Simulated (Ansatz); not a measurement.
Total energies of the cluster Be4 from Ansatz at PBE0/def2-TZVP, gas phase (1 Eh = 27.2114 eV = 2625.5 kJ/mol). The reference geometry is relaxed at B3LYP/def2-TZVP.

```xyz
4

Be   -1.0078    0.6740    0.3164
Be   -0.3230   -1.2052   -0.1149
Be    0.8753    0.1152    0.8892
Be    0.4555    0.4159   -1.0907
```

```json
{"state": "charge 0 singlet", "geometry": "reference", "energy (Eh)": "-58.71768"}
{"state": "charge 1 doublet", "geometry": "reference", "energy (Eh)": "-58.43383"}
{"state": "charge 1 doublet", "geometry": "relaxed at B3LYP/def2-TZVP", "energy (Eh)": "-58.44150"}
{"state": "charge 0 triplet", "geometry": "relaxed at B3LYP/def2-TZVP", "energy (Eh)": "-58.67980"}
{"state": "charge 0 quintet", "geometry": "relaxed at B3LYP/def2-TZVP", "energy (Eh)": "-58.65334"}
{"state": "free Be atom (singlet)", "geometry": "–", "energy (Eh)": "-14.63549"}
```

Work out the vertical ionisation energy to the doublet.

E(charge 1 doublet) − E(charge 0 singlet) = -58.43383 − (-58.71768) = 0.28385 Eh = 7.72 eV. For comparison, −ε of the highest occupied level is 6.00 eV at this level, 1.72 eV less.

How much does the charge 1 doublet relax, and what is the adiabatic ionisation energy?

Relaxation: -58.43383 − (-58.44150) = 0.00767 Eh = 0.21 eV. Adiabatic ionisation energy: 0.27618 Eh = 7.52 eV, without zero-point energy. 

Which of the charge 0 states is lowest, and how far above it are the others?

The singlet. triplet: -58.67980 − (-58.71768) = 0.03788 Eh = 99.5 kJ/mol; quintet: -58.65334 − (-58.71768) = 0.06434 Eh = 168.9 kJ/mol. The quintet differs in its bonds from the reference.

What is the binding energy per atom against free atoms?

Atoms: 4 × (-14.63549) = -58.54196 Eh. Binding: -58.54196 − (-58.71768) = 0.17572 Eh = 4.78 eV, or 1.20 eV for each of 4 atoms (no zero-point energy, no counterpoise term).

The structure comes from a short search, and lower isomers may exist.
